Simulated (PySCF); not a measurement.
Structure problem from calculated spectra and properties.

Elements present: C, H, S and Si. Monoisotopic mass: 140.0116 u.

| Item | Value |
| --- | --- |
| Rotational structure | rotational constants A, B, C: 3.191, 0.870, 0.812 GHz [GFN2-xTB] |
| 13C NMR | chemical shifts (computed TMS as zero) by class: 141.3 (2 C), 140.7 (1 C), 134.9 (2 C), 133.2 (1 C) ppm [GIAO PBE0/pcSseg-1] |
| UV, strongest line | among the 8 lowest singlet transitions: S8 at 6.92 eV (179 nm, f = 0.613) [TDDFT wB97X-D/def2-SVPD] |
| NMR, other nuclei | isotropic shieldings of nuclei other than C and H, by class: 395 (1 Si), 610 (1 S) ppm [GIAO PBE0/pcSseg-1] |
| Polarisability | 114.4 au [wB97X-D/def2-SVPD] |
| Dipole | 1.74 D [wB97X-D/def2-SVPD] |
| 1H NMR | chemical shifts (computed TMS as zero) by class: 7.97 (2 H), 7.61 (2 H), 7.55 (1 H), 4.58 (3 H) ppm [GIAO PBE0/pcSseg-1] |
| Triplet | lowest triplet excitation (Tamm–Dancoff): 4.17 eV [TDA wB97X-D/def2-SVPD] |

The electronic properties come from PySCF, for the isolated species, density fitting. Levels stand in brackets. Geometry: GFN2-xTB, one conformer, isolated molecule. NMR classes are plain means over equivalent atoms (diastereotopic ones count apart unless rotation or inversion swaps them), as if these changed places fast.

Question: Which formula fits the mass and the elements?

Answer: C6H8SSi (calculated 140.0116). No other formula that holds each of these elements comes within 0.0003 u with a fitting electron parity and a possible valence count.

Question: Give a SMILES that accounts for the data.

Answer: Numbering: `[SiH3:1][S:2][c:3]1[cH:4][cH:5][cH:6][cH:7][cH:8]1`. Its formula, C6H8SSi, gives 4 degrees of unsaturation: 1 ring and 3 π bonds in the structure found (Kekulé form). 6 carbons fall into 4 classes; from least to most shielded: aromatic CH carbon [C4/C8] (141.3 ppm, 2 C), substituted aromatic carbon [C3] (140.7 ppm), aromatic CH carbon [C5/C7] (134.9 ppm, 2 C), aromatic CH carbon [C6] (133.2 ppm). Hydrogen classes from least to most shielded: 2 H on the ortho carbons, C4/C8 (7.97 ppm), 2 H on the meta carbons, C5/C7 (7.61 ppm), 1 H on the para carbon, C6 (7.55 ppm), 3 H on an SiH3 silicon, Si1 (4.58 ppm). The other shieldings belong to: 395 ppm, SiH3 silicon [Si1]; 610 ppm, sulfur bonded to C and Si [S2]. The optimised geometry has point group C1 and is an asymmetric top. Structure: `S(c1ccccc1)[SiH3]`. Computed isomers that give other values at the same levels: `[SiH3]SC1=C[C@@H]2C=C[C@H]12` (rotational constant A: 3.785 GHz; this holds for the one conformer computed); `c1csc([C@H]2C[SiH2]2)c1` (13C chemical shifts (computed TMS as zero) by class: 162.5 (1 C), 131.5 (1 C), 126.7 (1 C), 125.4 (1 C), 14.9 (1 C), 9.0 (1 C) ppm); `S[SiH2]c1ccccc1` (13C chemical shifts (computed TMS as zero) by class: 140.1 (2 C), 136.6 (1 C), 136.3 (1 C), 133.4 (2 C) ppm). The assignments are read from this structure; whether some other isomer fits the data as well wasn't checked.

The values belong to the conformer `[SiH3:1][S:2][c:3]1[cH:4][cH:5][cH:6][cH:7][cH:8]1`: Si1–S2–C3–C4 -105°.
